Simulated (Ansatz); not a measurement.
Basis-set extrapolation for `C(=C\c1ccccc1)/c1ccccc1` (PBE0-D4/def2-TZVP geometry, frozen core, Ansatz 0.2.0). Multiplicity 1, RHF reference.

|  | def2-TZVPP | def2-QZVPP |
| --- | --- | --- |
| HF | -537.326441 | -537.348390 |
| MP2 correlation | -2.197967 | -2.336284 |
| CCSD(T) correlation | -2.365485 | not run |

Energies in hartree. Use E(X) = E(∞) + A·exp(−7.88·√X) for Hartree–Fock and E(X) = E(∞) + B·X^(−2.97) for correlation, with X = 3 and 4, and add CCSD(T) minus MP2 of the smaller set to the MP2 limit.

Problem. What is the CCSD(T) energy at the basis-set limit?

Solution. HF limit: -537.348390 + (-0.021949) × 0.13774 = -537.35141. MP2 limit: -2.336284 + (-0.138317) × 0.74074 = -2.43874. Higher-order term: -2.365485 − (-2.197967) = -0.16752. Total: -539.95767 hartree, 166.8 kcal/mol below CCSD(T)/def2-TZVPP.
